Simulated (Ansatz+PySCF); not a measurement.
A calculation with PySCF 2.14.0.

```python
from pyscf import gto, scf, cc

mol = gto.M(atom="""
H 0.480450 0.000000 0.000000
H -0.240230 0.416080 0.000000
H -0.240230 -0.416080 0.000000
""", basis='def2-svp', charge=1, spin=0)
mf = scf.RHF(mol)
mf.kernel()
mycc = cc.CCSD(mf, frozen=None).run()
et = mycc.ccsd_t()
print(mf.e_tot, mycc.e_corr, et, mycc.e_tot + et)
```

The script is written out from the run's settings.

Output:

```
Converged               : yes
Reference energy        : -1.29117 hartree
CCSD correlation energy : -0.03707 hartree
Triples correction      : 0.00000 hartree
Total energy            : -1.32824 hartree
```

Caution: bonds are stretched, where a single reference can fail.
